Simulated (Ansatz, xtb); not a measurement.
Stretching the Se1–H2 bond in SeH (multiplicity 2 held). Energies count from the point at 1.475 Å.


```csv
level,energy at R = 5.900 Å (kJ/mol),minus FCI/cc-pVDZ,cost
GFN2-xTB,351.5,53.6,-
RO-HF/cc-pVDZ,783.0,485.1,-
U-HF/cc-pVDZ,214.2,-83.7,-
RO-MP2/cc-pVDZ,251.0,-46.9,-
U-MP2/cc-pVDZ,284.3,-13.6,-
RO-SCS-MP2/cc-pVDZ,146.3,-151.5,-
U-SCS-MP2/cc-pVDZ,290.5,-7.4,-
U-CCSD/cc-pVDZ,293.8,-4.1,-
U-CCSD(T)/cc-pVDZ,296.6,-1.3,×1
"CASSCF(7,5)/cc-pVDZ",264.8,-33.0,-
"SC-NEVPT2 on CASSCF(7,5)/cc-pVDZ",289.8,-8.1,-
"FIC-NEVPT4(SD) on CASSCF(7,5)/cc-pVDZ",295.8,-2.0,-
"FIC-MRCISD on CASSCF(7,5)/cc-pVDZ",294.6,-3.3,-
"FIC-MRCISD+Q on CASSCF(7,5)/cc-pVDZ",296.6,-1.3,-
FCI/cc-pVDZ,297.9,0.0,×3
```

 Full CI is exact for the correlated electrons in its own basis alone.

The rows run from 146.3 (RO-SCS-MP2/cc-pVDZ) to 783.0 kJ/mol (RO-HF/cc-pVDZ). In cc-pVDZ the value moves U-HF 214.2, U-MP2 284.3, U-CCSD 293.8, U-CCSD(T) 296.6, a shift of 82.4 from U-HF to U-CCSD(T).

Restricted levels (R-, RO-) in cc, def2 and unpolarised 6-31G sets keep to the state of the molecule at rest. Unrestricted levels (U-) break spin symmetry where that is lower. Active spaces are followed from rest. Full CI gives the lowest state of the spin. Curves can end on different states.

Cores are frozen in the correlated methods. Filled d and f shells under p-block atoms count as core.

Doubts at one or more of the structures used: a restricted determinant that unrestricted orbitals would lower (RO-HF/cc-pVDZ, RO-MP2/cc-pVDZ, RO-SCS-MP2/cc-pVDZ); a spin-contaminated determinant (U-HF/cc-pVDZ, U-MP2/cc-pVDZ, U-SCS-MP2/cc-pVDZ, U-CCSD/cc-pVDZ, U-CCSD(T)/cc-pVDZ).

Codes used: Ansatz (a program for electronic structure); xtb for the GFN methods. Each number belongs to the level named beside it. The GFN methods have no spin term and hold the electronic entropy of 300 K.

Costs are rough ratios of core time to U-CCSD(T)/cc-pVDZ (about 4 s over the structures, on one shared machine); a dash marks a level with no comparable run of its own.
